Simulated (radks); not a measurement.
The numbers below are computed, except where a source is named.
Species: Tm2+. Configuration: [Xe] 4f12 5d1 (not the ground configuration).

Code: a radial shooting solver on a logarithmic mesh with Libxc functionals. Model: Dirac Kohn-Sham, PBE, spin-unpolarised, spherical densities, finite nucleus; open shells are shared between the two j in proportion to 2j + 1; Fermi nuclear charge, rms radius 5.2256 fm.

Energy parts (eV):
| part | energy |
|---|---|
| total | -369524.44 |
| kinetic | 409078.70 |
| electron-nucleus | -914478.14 |
| Hartree | 143661.93 |
| exchange-correlation | -7786.92 |

Orbitals (lengths in bohr, moments of r in powers of bohr; r(max) is where P^2 peaks; r(90%) holds 90 % of the orbital's charge):
| orbital | occ. | eigenvalue (eV) | r(max) | r(90%) | small-component weight |
|---|---|---|---|---|---|
| 1s1/2 | 2 | -59224.23 | 0.01261 | 0.0363 | 6.68e-02 |
| 2s1/2 | 2 | -10004.64 | 0.07207 | 0.131 | 1.50e-02 |
| 2p1/2 | 2 | -9538.022 | 0.05403 | 0.116 | 1.50e-02 |
| 2p3/2 | 4 | -8557.907 | 0.06035 | 0.126 | 1.38e-02 |
| 3s1/2 | 2 | -2265.922 | 0.2035 | 0.324 | 4.84e-03 |
| 3p1/2 | 2 | -2060.334 | 0.1912 | 0.316 | 4.78e-03 |
| 3p3/2 | 4 | -1853.397 | 0.2043 | 0.335 | 4.42e-03 |
| 3d3/2 | 4 | -1502.246 | 0.1611 | 0.308 | 4.31e-03 |
| 3d5/2 | 6 | -1457.028 | 0.1648 | 0.313 | 4.20e-03 |
| 4s1/2 | 2 | -464.0620 | 0.4647 | 0.715 | 1.56e-03 |
| 4p1/2 | 2 | -381.3065 | 0.4664 | 0.736 | 1.48e-03 |
| 4p3/2 | 4 | -334.4763 | 0.4943 | 0.782 | 1.34e-03 |
| 4d3/2 | 4 | -198.1913 | 0.4958 | 0.847 | 1.16e-03 |
| 4d5/2 | 6 | -189.6470 | 0.5048 | 0.864 | 1.12e-03 |
| 4f5/2 | 5.14286 | -24.6823 | 0.4900 | 1.28 | 7.06e-04 |
| 4f7/2 | 6.85714 | -23.4130 | 0.4952 | 1.31 | 6.89e-04 |
| 5s1/2 | 2 | -71.9784 | 1.084 | 1.75 | 3.23e-04 |
| 5p1/2 | 2 | -49.1347 | 1.179 | 1.99 | 2.56e-04 |
| 5p3/2 | 4 | -43.0397 | 1.264 | 2.15 | 2.22e-04 |
| 5d3/2 | 0.4 | -15.3782 | 1.746 | 3.53 | 9.13e-05 |
| 5d5/2 | 0.6 | -14.9414 | 1.794 | 3.62 | 8.64e-05 |

The highest occupied level is 5d5/2 at -14.941 eV. The electron density at the nucleus is 9.497e+05 e/bohr^3. The density falls to 0.001 e/bohr^3 at r = 3.61 bohr. Summed over all electrons, <r^2> = 39.70 bohr^2, which gives a Langevin (diamagnetic) susceptibility term of -31.4 x 10^-6 cm^3/mol.
